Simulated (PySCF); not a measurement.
Geometries of 2 isomers of ClGeH5OSi, from PySCF 2.14.0, PBE0-D3(BJ)/def2-SVP geometry optimisation, gas phase. One conformer each, no zero-point energy, no frequencies.

Question: Which isomer lies lower at this level?
A.
```xyz
9
angstrom
Si    -1.550   -0.153   -0.295
O     -0.219    0.082    0.679
Ge     1.519    0.274    0.494
Cl     2.195   -1.165   -0.961
H     -2.016    1.154   -0.854
H     -2.631   -0.741    0.545
H     -1.226   -1.072   -1.426
H      1.833    1.669   -0.061
H      2.153   -0.063    1.844
```
B.
```xyz
9
angstrom
Cl     1.288    1.993   -0.581
Si     1.584    0.021    0.009
O      0.136   -0.654    0.370
Ge    -1.581   -0.247    0.072
H      2.455    0.033    1.212
H      2.238   -0.682   -1.126
H     -1.917    1.030    0.856
H     -2.364   -1.459    0.594
H     -1.780   -0.051   -1.440
```

Answer: B. That is `Cl[SiH2][O][GeH3]`, 6.4 kcal/mol below the other.

```csv
SMILES,atoms numbered as above,E (Eh),relative (kcal/mol),relative (kJ/mol),dipole (D)
Cl[SiH2][O][GeH3],[Cl:1][SiH2:2][O:3][GeH3:4],-2903.85442,0.0,0.0,1.31
[SiH3][O][GeH2][Cl],[SiH3:1][O:2][GeH2:3][Cl:4],-2903.84415,6.4,27.0,1.37
```
